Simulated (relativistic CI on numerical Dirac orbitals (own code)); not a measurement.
Cr4+: 3s photoemission

Computed with this model: Dirac-Coulomb-Breit CI, separate exchange-only KLI orbitals for each configuration, model QED, multiplet model of photoemission in the sudden approximation, unscaled Slater integrals; configurations [Ar] 3d2 → [Ne] 3s 3p6 3d2; 80 K; Lorentzian 1.5 eV and Gaussian 0.6 eV FWHM. Energies are those of the free ion, without screening or charge transfer. The energies are binding energies and can lie tens of eV above those of solids. Without intra-shell correlation the exchange splitting of an s hole comes out too large, often by half or more. S is read from ⟨S²⟩ = S(S + 1).

Computed curve for free ion, scaled to 100 at the maximum (points under 2 are left out and the grid is thinned):

```csv
Energy (eV),Intensity
142.0,2.1
142.4,2.4
142.8,2.8
143.4,3.6
143.8,4.4
144.2,5.4
144.6,6.8
145.0,8.9
145.6,14.2
146.0,20.9
146.4,32.8
146.8,53.8
147.2,83.1
147.8,95.7
148.2,69.2
148.6,42.8
149.0,26.8
149.4,17.9
150.0,11.2
150.4,8.9
150.8,7.5
151.2,6.7
151.8,6.4
152.2,6.6
152.6,7.4
153.0,9.0
153.4,11.9
154.0,21.8
154.4,34.5
154.8,47.7
155.2,48.0
155.6,34.9
156.2,17.1
156.6,11.0
157.0,7.6
157.4,5.6
157.8,4.3
158.4,3.1
158.8,2.5
159.2,2.1
```

The ground state has S = 1.00, and the centroid lies at 150.05 eV.
